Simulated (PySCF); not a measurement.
C5H5Cl. Atoms are numbered in the order given.

```xyz
11

Cl    -0.0020     2.0337     0.0000
C     -0.0414     0.3017     0.0000
C     -1.1519    -0.4887     0.0000
C     -0.6879    -1.9176     0.0000
C      0.8140    -1.8246     0.0000
C      1.1801    -0.5145     0.0000
H     -2.1961    -0.1554     0.0000
H     -1.0648    -2.4807     0.8856
H     -1.0648    -2.4807    -0.8856
H      1.4856    -2.6935     0.0000
H      2.1962    -0.0989     0.0000
```
Charge 0, spin multiplicity 1.

The structure is a stationary point at PBE-D3(BJ)/def2-SVP. Other conformers were not sampled.

Level of theory: PySCF with PBE-D3(BJ)/def2-SVP.

Frequencies are harmonic and unscaled.

| mode | ν (cm⁻¹) | IR (km/mol) | moving atoms (share of kinetic energy) |
|---|---|---|---|
| 1 | 208 | 3.7 | C 62 %, H 26 %, Cl 12 % |
| 2 | 292 | 0.2 | C 62 %, Cl 23 %, H 14 % |
| 3 | 346 | 5.9 | H 55 %, C 45 % |
| 4 | 460 | 5.2 | Cl 58 %, C 37 % |
| 5 | 572 | 13.2 | C 66 %, H 33 % |
| 6 | 664 | 3.0 | H 79 %, C 21 % |
| 7 | 725 | 27.1 | H 67 %, C 33 % |
| 8 | 784 | 3.3 | C 88 %, H 12 % |
| 9 | 850 | 45.3 | C 81 %, H 15 % |
| 10 | 863 | 17.5 | C 56 %, H 44 % |
| 11 | 914 | 0.2 | H 77 %, C 23 % |
| 12 | 922 | 4.3 | C 53 %, H 46 % |
| 13 | 966 | 11.0 | H 68 %, C 31 % |
| 14 | 1040 | 3.4 | H 84 %, C 16 % |
| 15 | 1060 | 0.2 | H 88 %, C 12 % |
| 16 | 1118 | 36.5 | C 67 %, H 31 % |
| 17 | 1181 | 1.6 | H 73 %, C 27 % |
| 18 | 1244 | 10.9 | C 76 %, H 24 % |
| 19 | 1315 | 28.1 | H 87 %, C 13 % |
| 20 | 1343 | 13.6 | C 62 %, H 38 % |
| 21 | 1530 | 5.7 | C 93 % |
| 22 | 1600 | 31.3 | C 93 % |
| 23 | 2957 | 4.6 | H 94 % |
| 24 | 2992 | 1.7 | H 91 %, C 9 % |
| 25 | 3153 | 0.5 | H 92 %, C 8 % |
| 26 | 3174 | 3.4 | H 90 %, C 10 % |
| 27 | 3183 | 0.2 | H 91 %, C 9 % |
